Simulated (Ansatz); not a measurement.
The Te1–H2 bond of FHTe (SMILES F[TeH]) is stretched (multiplicity 1, the rest rigid).
Geometry at rest (charge 0, multiplicity 1):
```
atom    x (Å)    y (Å)    z (Å)
----  -------  -------  -------
Te     0.1852  -0.0606   0.2005
H      1.3119  -0.3094  -1.0040
F     -1.2157   0.3844  -1.0470
```

Cores are frozen in the correlated methods. Filled d and f shells under p-block atoms count as core.

Codes used: Ansatz (a quantum-chemistry and plane-wave program) with Gaussian orbitals. Values without a source in brackets are computed. In def2 rows elements past Kr take small-core potentials, without spin–orbit coupling.

FIC-MRCISD+Q on CASSCF(2,2)/def2-TZVPP, total energies (hartree):

| R (Å) | CASSCF | MRCISD | weight c² of the reference |
|---|---|---|---|
| 1.668 | -367.065104 | -367.424506 | 0.91149 |
| 2.919 | -366.980727 | -367.330730 | 0.91196 |
| 5.337 | -366.966193 | -367.314086 | 0.91267 |

Problem. Add the Davidson correction (E_MRCISD − E_CASSCF)(1 − c²)/c² and give the energies above the first point at the three levels.

Solution. 
Corrections (hartree): -0.034902, -0.033787, -0.033290. Above the first point (kcal/mol):
- R = 2.919 Å: CASSCF 52.9, MRCISD 58.8, with the correction 59.5
- R = 5.337 Å: CASSCF 62.1, MRCISD 69.3, with the correction 70.3
